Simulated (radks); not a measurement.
Question: The mean radii <r> (bohr) of the occupied orbitals of an atom or ion are listed with their occupations. Method: Dirac Kohn-Sham, PBE, spin-unpolarised, spherical densities, point nucleus; computed with a radial shooting solver on a logarithmic mesh with Libxc functionals.

| orbital | occ. | <r> |
|---|---|---|
| 1s1/2 | 2 | 0.04700 |
| 2s1/2 | 2 | 0.2098 |
| 2p1/2 | 2 | 0.1812 |
| 2p3/2 | 4 | 0.1848 |
| 3s1/2 | 2 | 0.6240 |
| 3p1/2 | 2 | 0.6395 |
| 3p3/2 | 4 | 0.6501 |
| 3d3/2 | 4 | 0.7272 |
| 3d5/2 | 6 | 0.7323 |
| 4p1/2 | 1 | 2.432 |
| 4p3/2 | 2 | 2.468 |

Name the element and its charge. Open shells, if any, are shared by 2j + 1.

Answer: Z = 32, germanium, charge +1: Ge+ in [Ar] 3d10 4p3. The 1s radius gives Z: for a bare nucleus <r> = (2 gamma + 1)/(2Z) with gamma = sqrt(1 - (Z/c)^2), 0.04601 bohr for Z = 32, and screening makes it slightly larger (0.04700 here). The occupations add up to 31, and the charge is Z minus that.
